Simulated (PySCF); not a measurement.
C₃H₇O (SMILES CC(C)[O-]), charge -1, singlet, at a GFN2-xTB geometry; PySCF with SVWN5/6-31G*.

PySCF was given this input:
```python
from pyscf import gto, scf, dft

mol = gto.Mole()
mol.atom = '''
    O     0.088997    1.430884   -0.081187
    C     0.013438    0.200251    0.328992
    H     0.010017    0.091697    1.487979
    C    -1.296849   -0.566139   -0.115409
    C     1.215780   -0.722829   -0.122668
    H    -1.330104   -0.626892   -1.202977
    H     1.234970   -0.786853   -1.210386
    H    -2.169563   -0.008754    0.222425
    H     2.152911   -0.278309    0.209939
    H    -1.336527   -1.575855    0.302077
    H     1.132107   -1.729802    0.294946
'''
mol.basis = '6-31g*'
mol.charge = -1
mol.spin = 0
mol.verbose = 4
mol.build()

mf = dft.RKS(mol)
mf.xc = 'lda,vwn'
mf.diis = False
mf.damp = 0.3
mf.diis_start_cycle = 200
mf.max_cycle = 150
mf.kernel()
mf.analyze()
```

Task: What does PySCF print? Leave out banner, timings and long lists.

Result: 
```
PySCF version 2.14.0

[INPUT] verbose = 4
[INPUT] num. atoms = 11
[INPUT] num. electrons = 34
[INPUT] charge = -1
[INPUT] spin (= nelec alpha-beta = 2S) = 0
[INPUT] symmetry False subgroup None
[INPUT] Mole.unit = angstrom
[INPUT] Symbol           X                Y                Z      unit          X                Y                Z       unit  Magmom
[...]
nuclear repulsion = 125.540165071696
number of shells = 38
number of NR pGTOs = 136
number of NR cGTOs = 70
basis = 6-31g*
ecp = {}

******** <class 'pyscf.dft.rks.RKS'> ********
method = RKS
initial guess = minao
damping factor = 0.3
level_shift factor = 0
DIIS disabled
SCF conv_tol = 1e-09
SCF conv_tol_grad = None
SCF max_cycles = 150
direct_scf = True
direct_scf_tol = 1e-13
XC library pyscf.dft.libxc version 7.1.2
    S. Lehtola, C. Steigemann, M. J. T. Oliveira, and M. A. L. Marques,  SoftwareX 7, 1–5 (2018)
XC functionals = lda,vwn
    P. A. M. Dirac,  Math. Proc. Cambridge Philos. Soc. 26, 376 (1930)
    F. Bloch,  Z. Phys. 57, 545 (1929)
    S. H. Vosko, L. Wilk, and M. Nusair,  Can. J. Phys. 58, 1200 (1980)
radial grids:
    Treutler-Ahlrichs [JCP 102, 346 (1995); DOI:10.1063/1.469408] (M4) radial grids

becke partition: Becke, JCP 88, 2547 (1988); DOI:10.1063/1.454033
pruning grids: <function nwchem_prune>
grids dens level: 3
symmetrized grids: False
atomic radii adjust function: <function treutler_atomic_radii_adjust>
small_rho_cutoff = 0
Set gradient conv threshold to 3.16228e-05
Initial guess from minao.
tot grids = 125096
init E= -192.054522169297
[...]
cycle= 1 E= -191.728913654496  delta_E= 0.326  |g|= 1.13  |ddm|= 2.87
[...]
cycle= 2 E= -191.275088289758  delta_E= 0.454  |g|= 1.81  |ddm|= 8.88
[...]
cycle= 3 E= -191.134803451981  delta_E= 0.14  |g|= 2.07  |ddm|= 9.24
[...]
cycle= 4 E= -186.847268782298  delta_E= 4.29  |g|= 3.64  |ddm|= 24.6
[...]
cycle= 5 E= -183.928702676716  delta_E= 2.92  |g|= 5.45  |ddm|= 24.8
[...]
cycle= 6 E= -167.947680725631  delta_E=   16  |g|= 4.86  |ddm|= 24.8
[...]
cycle= 7 E= -137.2961662866  delta_E= 30.7  |g|=   10  |ddm|= 27.1
[...]
cycle= 8 E= -155.45696544003  delta_E= -18.2  |g|= 6.54  |ddm|= 17.3
[...]
cycle= 9 E= -145.581395017572  delta_E= 9.88  |g|= 8.86  |ddm|= 18.1
[...]
cycle= 10 E= -157.267401904454  delta_E= -11.7  |g|= 6.12  |ddm|= 19.7
[...]
cycle= 11 E= -143.753572451598  delta_E= 13.5  |g|= 8.68  |ddm|= 19.4
[...]
cycle= 12 E= -156.925129918416  delta_E= -13.2  |g|= 6.21  |ddm|= 18.8
[...]
cycle= 13 E= -144.119299951315  delta_E= 12.8  |g|= 8.72  |ddm|= 18.9
[...]
cycle= 14 E= -157.005227930643  delta_E= -12.9  |g|= 6.19  |ddm|=   19
[...]
cycle= 15 E= -144.063493525009  delta_E= 12.9  |g|= 8.71  |ddm|=   19
[...]
cycle= 16 E= -156.988513102293  delta_E= -12.9  |g|= 6.19  |ddm|=   19
[...]
cycle= 17 E= -144.070382648274  delta_E= 12.9  |g|= 8.71  |ddm|=   19
[...]
cycle= 18 E= -156.991694406544  delta_E= -12.9  |g|= 6.19  |ddm|=   19
[...]
cycle= 19 E= -144.070074631076  delta_E= 12.9  |g|= 8.71  |ddm|=   19
[...]
cycle= 20 E= -156.991182295474  delta_E= -12.9  |g|= 6.19  |ddm|=   19
[...]
cycle= 21 E= -144.069919706229  delta_E= 12.9  |g|= 8.71  |ddm|=   19
[...]
cycle= 22 E= -156.991244859878  delta_E= -12.9  |g|= 6.19  |ddm|=   19
[...]
cycle= 23 E= -144.069987985163  delta_E= 12.9  |g|= 8.71  |ddm|=   19
[...]
cycle= 24 E= -156.991242104211  delta_E= -12.9  |g|= 6.19  |ddm|=   19
[...]
cycle= 25 E= -144.06996914045  delta_E= 12.9  |g|= 8.71  |ddm|=   19
[...]
cycle= 26 E= -156.991240687414  delta_E= -12.9  |g|= 6.19  |ddm|=   19
[...]
cycle= 27 E= -144.069973308711  delta_E= 12.9  |g|= 8.71  |ddm|=   19
[...]
cycle= 28 E= -156.991241304019  delta_E= -12.9  |g|= 6.19  |ddm|=   19
[...]
cycle= 29 E= -144.069972514099  delta_E= 12.9  |g|= 8.71  |ddm|=   19
[...]
cycle= 30 E= -156.991241138675  delta_E= -12.9  |g|= 6.19  |ddm|=   19
[...]
cycle= 31 E= -144.069972619596  delta_E= 12.9  |g|= 8.71  |ddm|=   19
[...]
cycle= 32 E= -156.99124117403  delta_E= -12.9  |g|= 6.19  |ddm|=   19
[...]
cycle= 33 E= -144.069972615158  delta_E= 12.9  |g|= 8.71  |ddm|=   19
[...]
cycle= 34 E= -156.991241168976  delta_E= -12.9  |g|= 6.19  |ddm|=   19
[...]
cycle= 35 E= -144.069972600592  delta_E= 12.9  |g|= 8.71  |ddm|=   19
[...]
cycle= 36 E= -156.991241168846  delta_E= -12.9  |g|= 6.19  |ddm|=   19
[...]
cycle= 37 E= -144.069972610005  delta_E= 12.9  |g|= 8.71  |ddm|=   19
[...]
cycle= 38 E= -156.991241169861  delta_E= -12.9  |g|= 6.19  |ddm|=   19
[...]
cycle= 39 E= -144.069972600738  delta_E= 12.9  |g|= 8.71  |ddm|=   19
[...]
cycle= 40 E= -156.991241169074  delta_E= -12.9  |g|= 6.19  |ddm|=   19
[...]
cycle= 41 E= -144.069972606713  delta_E= 12.9  |g|= 8.71  |ddm|=   19
[...]
cycle= 42 E= -156.991241169757  delta_E= -12.9  |g|= 6.19  |ddm|=   19
[...]
cycle= 43 E= -144.069972601391  delta_E= 12.9  |g|= 8.71  |ddm|=   19
[...]
cycle= 44 E= -156.991241169266  delta_E= -12.9  |g|= 6.19  |ddm|=   19
[...]
cycle= 45 E= -144.069972605091  delta_E= 12.9  |g|= 8.71  |ddm|=   19
[...]
cycle= 46 E= -156.99124116967  delta_E= -12.9  |g|= 6.19  |ddm|=   19
[...]
cycle= 47 E= -144.069972601972  delta_E= 12.9  |g|= 8.71  |ddm|=   19
[...]
cycle= 48 E= -156.99124116937  delta_E= -12.9  |g|= 6.19  |ddm|=   19
[...]
cycle= 49 E= -144.069972604237  delta_E= 12.9  |g|= 8.71  |ddm|=   19
[...]
cycle= 50 E= -156.99124116961  delta_E= -12.9  |g|= 6.19  |ddm|=   19
[...]
cycle= 51 E= -144.069972602387  delta_E= 12.9  |g|= 8.71  |ddm|=   19
[...]
cycle= 52 E= -156.99124116943  delta_E= -12.9  |g|= 6.19  |ddm|=   19
[...]
cycle= 53 E= -144.069972603767  delta_E= 12.9  |g|= 8.71  |ddm|=   19
[...]
cycle= 54 E= -156.991241169573  delta_E= -12.9  |g|= 6.19  |ddm|=   19
[...]
cycle= 55 E= -144.069972602665  delta_E= 12.9  |g|= 8.71  |ddm|=   19
[...]
cycle= 56 E= -156.991241169464  delta_E= -12.9  |g|= 6.19  |ddm|=   19
[...]
cycle= 57 E= -144.0699726035  delta_E= 12.9  |g|= 8.71  |ddm|=   19
[...]
cycle= 58 E= -156.99124116955  delta_E= -12.9  |g|= 6.19  |ddm|=   19
[...]
[...]
[...]
cycle= 88 E= -156.991241169511  delta_E= -12.9  |g|= 6.19  |ddm|=   19
[...]
cycle= 89 E= -144.069972603125  delta_E= 12.9  |g|= 8.71  |ddm|=   19
[...]
cycle= 90 E= -156.991241169513  delta_E= -12.9  |g|= 6.19  |ddm|=   19
[...]
cycle= 91 E= -144.069972603113  delta_E= 12.9  |g|= 8.71  |ddm|=   19
[...]
cycle= 92 E= -156.991241169512  delta_E= -12.9  |g|= 6.19  |ddm|=   19
[...]
cycle= 93 E= -144.069972603122  delta_E= 12.9  |g|= 8.71  |ddm|=   19
[...]
cycle= 94 E= -156.991241169513  delta_E= -12.9  |g|= 6.19  |ddm|=   19
[...]
cycle= 95 E= -144.069972603115  delta_E= 12.9  |g|= 8.71  |ddm|=   19
[...]
cycle= 96 E= -156.991241169513  delta_E= -12.9  |g|= 6.19  |ddm|=   19
[...]
cycle= 97 E= -144.069972603121  delta_E= 12.9  |g|= 8.71  |ddm|=   19
[...]
cycle= 98 E= -156.991241169513  delta_E= -12.9  |g|= 6.19  |ddm|=   19
[...]
cycle= 99 E= -144.069972603118  delta_E= 12.9  |g|= 8.71  |ddm|=   19
[...]
cycle= 100 E= -156.991241169511  delta_E= -12.9  |g|= 6.19  |ddm|=   19
[...]
cycle= 101 E= -144.069972603121  delta_E= 12.9  |g|= 8.71  |ddm|=   19
[...]
cycle= 102 E= -156.991241169513  delta_E= -12.9  |g|= 6.19  |ddm|=   19
[...]
cycle= 103 E= -144.069972603117  delta_E= 12.9  |g|= 8.71  |ddm|=   19
[...]
cycle= 104 E= -156.991241169513  delta_E= -12.9  |g|= 6.19  |ddm|=   19
[...]
cycle= 105 E= -144.069972603121  delta_E= 12.9  |g|= 8.71  |ddm|=   19
[...]
cycle= 106 E= -156.991241169512  delta_E= -12.9  |g|= 6.19  |ddm|=   19
[...]
cycle= 107 E= -144.069972603118  delta_E= 12.9  |g|= 8.71  |ddm|=   19
[...]
cycle= 108 E= -156.991241169512  delta_E= -12.9  |g|= 6.19  |ddm|=   19
[...]
cycle= 109 E= -144.069972603122  delta_E= 12.9  |g|= 8.71  |ddm|=   19
[...]
cycle= 110 E= -156.991241169513  delta_E= -12.9  |g|= 6.19  |ddm|=   19
[...]
cycle= 111 E= -144.069972603118  delta_E= 12.9  |g|= 8.71  |ddm|=   19
[...]
cycle= 112 E= -156.991241169512  delta_E= -12.9  |g|= 6.19  |ddm|=   19
[...]
cycle= 113 E= -144.06997260312  delta_E= 12.9  |g|= 8.71  |ddm|=   19
[...]
cycle= 114 E= -156.991241169512  delta_E= -12.9  |g|= 6.19  |ddm|=   19
[...]
cycle= 115 E= -144.06997260312  delta_E= 12.9  |g|= 8.71  |ddm|=   19
[...]
cycle= 116 E= -156.991241169512  delta_E= -12.9  |g|= 6.19  |ddm|=   19
[...]
cycle= 117 E= -144.069972603122  delta_E= 12.9  |g|= 8.71  |ddm|=   19
[...]
cycle= 118 E= -156.991241169511  delta_E= -12.9  |g|= 6.19  |ddm|=   19
[...]
cycle= 119 E= -144.069972603119  delta_E= 12.9  |g|= 8.71  |ddm|=   19
[...]
cycle= 120 E= -156.991241169512  delta_E= -12.9  |g|= 6.19  |ddm|=   19
[...]
cycle= 121 E= -144.069972603119  delta_E= 12.9  |g|= 8.71  |ddm|=   19
[...]
cycle= 122 E= -156.991241169513  delta_E= -12.9  |g|= 6.19  |ddm|=   19
[...]
cycle= 123 E= -144.069972603119  delta_E= 12.9  |g|= 8.71  |ddm|=   19
[...]
cycle= 124 E= -156.991241169513  delta_E= -12.9  |g|= 6.19  |ddm|=   19
[...]
cycle= 125 E= -144.069972603119  delta_E= 12.9  |g|= 8.71  |ddm|=   19
[...]
cycle= 126 E= -156.991241169512  delta_E= -12.9  |g|= 6.19  |ddm|=   19
[...]
cycle= 127 E= -144.06997260312  delta_E= 12.9  |g|= 8.71  |ddm|=   19
[...]
cycle= 128 E= -156.991241169512  delta_E= -12.9  |g|= 6.19  |ddm|=   19
[...]
cycle= 129 E= -144.06997260312  delta_E= 12.9  |g|= 8.71  |ddm|=   19
[...]
cycle= 130 E= -156.991241169513  delta_E= -12.9  |g|= 6.19  |ddm|=   19
[...]
cycle= 131 E= -144.06997260312  delta_E= 12.9  |g|= 8.71  |ddm|=   19
[...]
cycle= 132 E= -156.991241169515  delta_E= -12.9  |g|= 6.19  |ddm|=   19
[...]
cycle= 133 E= -144.069972603122  delta_E= 12.9  |g|= 8.71  |ddm|=   19
[...]
cycle= 134 E= -156.991241169513  delta_E= -12.9  |g|= 6.19  |ddm|=   19
[...]
cycle= 135 E= -144.069972603118  delta_E= 12.9  |g|= 8.71  |ddm|=   19
[...]
cycle= 136 E= -156.991241169514  delta_E= -12.9  |g|= 6.19  |ddm|=   19
[...]
cycle= 137 E= -144.069972603121  delta_E= 12.9  |g|= 8.71  |ddm|=   19
[...]
cycle= 138 E= -156.991241169513  delta_E= -12.9  |g|= 6.19  |ddm|=   19
[...]
cycle= 139 E= -144.069972603118  delta_E= 12.9  |g|= 8.71  |ddm|=   19
[...]
cycle= 140 E= -156.991241169512  delta_E= -12.9  |g|= 6.19  |ddm|=   19
[...]
cycle= 141 E= -144.069972603119  delta_E= 12.9  |g|= 8.71  |ddm|=   19
[...]
cycle= 142 E= -156.991241169513  delta_E= -12.9  |g|= 6.19  |ddm|=   19
[...]
cycle= 143 E= -144.069972603119  delta_E= 12.9  |g|= 8.71  |ddm|=   19
[...]
cycle= 144 E= -156.991241169511  delta_E= -12.9  |g|= 6.19  |ddm|=   19
[...]
cycle= 145 E= -144.069972603118  delta_E= 12.9  |g|= 8.71  |ddm|=   19
[...]
cycle= 146 E= -156.991241169514  delta_E= -12.9  |g|= 6.19  |ddm|=   19
[...]
cycle= 147 E= -144.069972603119  delta_E= 12.9  |g|= 8.71  |ddm|=   19
[...]
cycle= 148 E= -156.991241169513  delta_E= -12.9  |g|= 6.19  |ddm|=   19
[...]
cycle= 149 E= -144.069972603117  delta_E= 12.9  |g|= 8.71  |ddm|=   19
[...]
cycle= 150 E= -156.991241169513  delta_E= -12.9  |g|= 6.19  |ddm|=   19
SCF not converged.
SCF energy = -156.991241169513
**** SCF Summaries ****
Total Energy =                        -156.991241169513358
Nuclear Repulsion Energy =             125.540165071696407
One-electron Energy =                 -481.650035223378723
Two-electron Energy =                  199.118628982168957
Two-electron Coulomb Energy =          226.001578772727697
DFT Exchange-Correlation Energy =      -26.882949790558726
HOMO-LUMO gap [eV] =                     0.791155550978554
**** MO energy ****
[...]
 ** Mulliken pop on meta-lowdin orthogonal AOs  **
 ** Mulliken pop  **
 ** Mulliken atomic charges  **
charge of    0O =      5.99413
charge of    1C =      3.74353
charge of    2H =      0.99268
charge of    3C =     -3.51338
charge of    4C =     -3.51337
charge of    5H =     -1.07958
charge of    6H =     -1.07958
charge of    7H =     -0.13197
charge of    8H =     -0.13194
charge of    9H =     -1.14026
charge of   10H =     -1.14026

WARN: System has nonzero charge -1; the dipole moment is origin-dependent.
Location of origin: [0. 0. 0.]

Dipole moment(X, Y, Z, Debye):  6.72294, 106.48967, 28.29853
```

Convergence was not reached.
